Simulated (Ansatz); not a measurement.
Reaction (formal loss of a carbene): `FC(F)CC(F)F` → `F[C]F` + `CC(F)F`

Gas-phase electronic energies from Ansatz, PBE0-D4/def2-TZVP geometries. CBS: MP2 limit from def2 TZ/QZ plus the TZ coupled-cluster correction, frozen cores. This one scheme is used for every species. Functionals use def2-TZVPP. HSE06 is defined as in plane-wave codes. Each species was taken in one conformer, which may not be the lowest.

```
             level  ΔE (kJ/mol)  difference from CCSD(T)/CBS
            PBE-D4        249.8                          1.7
         r2SCAN-D4        257.7                          9.6
           PBE0-D4        264.3                         16.2
          HSE06-D4        263.8                         15.7
            B2PLYP        240.8                         -7.3
          PBE-QIDH        267.8                         19.7
            revPBE        218.5                        -29.6
              BLYP        211.3                        -36.8
           r2SCANh        259.6                         11.5
           r2SCAN0        264.9                         16.8
             BHLYP        247.7                         -0.4
           LC-ωPBE        259.3                         11.2
RPA@PBE/def2-TZVPP        226.5                        -21.6
  CCSD(T)/def2-SVP        249.7                          1.6
    MP2/def2-QZVPP        264.5                         16.4
SCS-MP2/def2-QZVPP        252.8                          4.7
       CCSD(T)/CBS        248.1                            0
```

Largest T1 diagnostic among the species: 0.017.

In def2-TZVPP, CCSD(T) changes the Hartree–Fock value by +26.0 kJ/mol (the triples alone add −0.7 kJ/mol) and MP2 by +45.0 kJ/mol. Leaving LDA and LC-ωPBE aside and taking each functional with its dispersion term where it has one, the values, not all of them listed here, spread over 41.5 kJ/mol, from BLYP-D4 to PBE-QIDH. LDA lies +56.2 kJ/mol from PBE without D4.
